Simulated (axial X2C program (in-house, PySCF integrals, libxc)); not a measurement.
## AlBr: from the spin-free to the two-component result

All values were computed with an in-house relativistic program for diatomic molecules. Spin-free means the one-electron spin-free X2C Hamiltonian; two-component (2c) means X2C with spin–orbit coupling and atomic mean-field two-electron Coulomb and Gaunt terms, so the difference of the two also holds small scalar two-electron terms. Basis: Br dyall-cv3z [8s9p6d4f1g], Al dyall-v3z [8s8p2d1f] (cores contracted in-house); Gaussian nuclei, density fitting, unrestricted open shells. Masses: Br 78.918 u, Al 26.982 u.

Spin-free state: M_S = 0, Λ = 0 (closed shell); fragments Br + Al.

```json
{"level": "PBE0", "Re (Å)": "2.317", "ωe (cm⁻¹)": "370.2", "De (eV)": "4.555", "μ (D)": "1.70"}
{"level": "HF", "Re (Å)": "2.326", "ωe (cm⁻¹)": "368.0", "De (eV)": "3.461", "μ (D)": "1.89"}
{"level": "MP2", "Re (Å)": "2.313", "ωe (cm⁻¹)": "379.9", "De (eV)": "4.630", "μ (D)": "n/a"}
{"level": "CCSD", "Re (Å)": "2.315", "ωe (cm⁻¹)": "378.7", "De (eV)": "4.369", "μ (D)": "n/a"}
{"level": "CCSD(T)", "Re (Å)": "2.316", "ωe (cm⁻¹)": "378.8", "De (eV)": "4.478", "μ (D)": "n/a"}
{"level": "PBE", "Re (Å)": "2.337", "ωe (cm⁻¹)": "357.6", "De (eV)": "4.635", "μ (D)": "1.70"}
```

Correlated methods: 10 electrons correlated (number of frozen shells: Br 3 s, 2 p, 1 d; Al 2 s, 1 p), 184 virtual spin orbitals or spinors in MP2, 90 natural virtuals in coupled cluster.

Dipoles are positive if Al is the positive end.

Two-component determinant lowest at the distance of the search:

Ω = 0 (closed shell); fragments Br + Al.

```json
{"level": "PBE0", "Re (Å)": "2.318", "ωe (cm⁻¹)": "369.7", "De (eV)": "4.452", "μ (D)": "1.70"}
{"level": "HF", "Re (Å)": "2.327", "ωe (cm⁻¹)": "367.5", "De (eV)": "3.300", "μ (D)": "1.89"}
{"level": "MP2", "Re (Å)": "2.314", "ωe (cm⁻¹)": "379.5", "De (eV)": "4.484", "μ (D)": "n/a"}
{"level": "CCSD", "Re (Å)": "2.316", "ωe (cm⁻¹)": "378.4", "De (eV)": "4.216", "μ (D)": "n/a"}
{"level": "CCSD(T)", "Re (Å)": "2.317", "ωe (cm⁻¹)": "378.4", "De (eV)": "4.328", "μ (D)": "n/a"}
{"level": "PBE", "Re (Å)": "2.338", "ωe (cm⁻¹)": "357.1", "De (eV)": "4.529", "μ (D)": "1.69"}
```

(1) From the two tables, how do the constants change at the CCSD(T) level (2c against spin-free)?

Occupations by symmetry block were frozen at the best pattern of an incomplete PBE0 search. The closed shell is kept restricted, so the energy runs too high when the bond is stretched far. De is counted from the lowest determinant-based energies of the atoms at the same level, without counterpoise correction. CCSD and (T) use frozen natural virtuals with an MP2 correction for the truncation; (T) itself is uncorrected, so its De runs slightly low. In 2c an atomic determinant is not the ground J level, so De misses part of the atomic spin–orbit lowering. This holds for PBE0, PBE. The functionals have no current-density term, which raises determinants with orbital currents, atoms included.

Results:

(1) At the CCSD(T) level Re increases by 0.001 Å and ωe decreases by 0.4 cm⁻¹; De changes by -0.150 eV.
